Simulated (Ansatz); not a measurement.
Mulliken charges of BFH4O2Si (`OB(F)O[SiH3]`) from ωB97M-V/def2-TZVPP in Ansatz (PBE0-D4/def2-TZVP geometry).

```
atom   x (Å)   y (Å)   z (Å)  charge (e)
  O1  -1.752  -0.049   0.193      -0.294
  B2  -0.928   0.124  -0.874       0.495
  F3  -1.441   0.307  -2.092      -0.258
  O4   0.412   0.116  -0.727      -0.375
 Si5   1.377  -0.078   0.603       0.315
  H6  -2.684  -0.024  -0.038       0.195
  H7   1.108   0.996   1.591      -0.029
  H8   2.774   0.011   0.123      -0.020
  H9   1.134  -1.404   1.222      -0.029
```

Problem. By hand: the dipole of these point charges (1 e Å = 4.8032 D).

Solution. Σ q r = (0.063, -0.065, 0.421) e Å, of length 0.431 e Å = 2.07 D.

Problem. How does the dipole of the full density compare? (An estimate is asked.)

Solution. The calculation gave: (-0.180, -0.032, 0.195) e Å, 1.28 D; the point charges give 1.62 times that, at 51° from its direction.

Point charges leave out the atoms' own dipoles, such as those of lone pairs, and Mulliken's split depends on the basis, so the two needn't agree.
